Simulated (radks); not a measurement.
The numbers below are computed, except where a source is named.
P2+, 13 electrons, occupied as [Ne] 3s2 3p(up 0.75, down 0.25) (fractional occupations, a model configuration).

Code: a radial shooting solver on a logarithmic mesh with Libxc functionals. Model: non-relativistic Kohn-Sham, PBE, spin-polarised, spherical densities, point nucleus.

Energy parts (hartree):
total: -339.98802
kinetic: 339.56124
electron-nucleus: -798.73389
Hartree: 141.50736
exchange-correlation: -22.32272

Orbitals (lengths in bohr, moments of r in powers of bohr; r(max) is where P^2 peaks):
1s up: occ. 1; eigenvalue (hartree) -77.24818; r(max) 0.06803
1s down: occ. 1; eigenvalue (hartree) -77.24556; r(max) 0.06803
2s up: occ. 1; eigenvalue (hartree) -7.22545; r(max) 0.4203
2s down: occ. 1; eigenvalue (hartree) -7.22263; r(max) 0.4203
2p up: occ. 3; eigenvalue (hartree) -5.44395; r(max) 0.3544
2p down: occ. 3; eigenvalue (hartree) -5.44015; r(max) 0.3545
3s up: occ. 1; eigenvalue (hartree) -1.25640; r(max) 1.520
3s down: occ. 1; eigenvalue (hartree) -1.23077; r(max) 1.516
3p up: occ. 0.75; eigenvalue (hartree) -0.90412; r(max) 1.677
3p down: occ. 0.25; eigenvalue (hartree) -0.87908; r(max) 1.675

The highest occupied level is 3p down at -23.921 eV. The electron density at the nucleus is 2194 e/bohr^3. The density falls to 0.001 e/bohr^3 at r = 3.46 bohr.
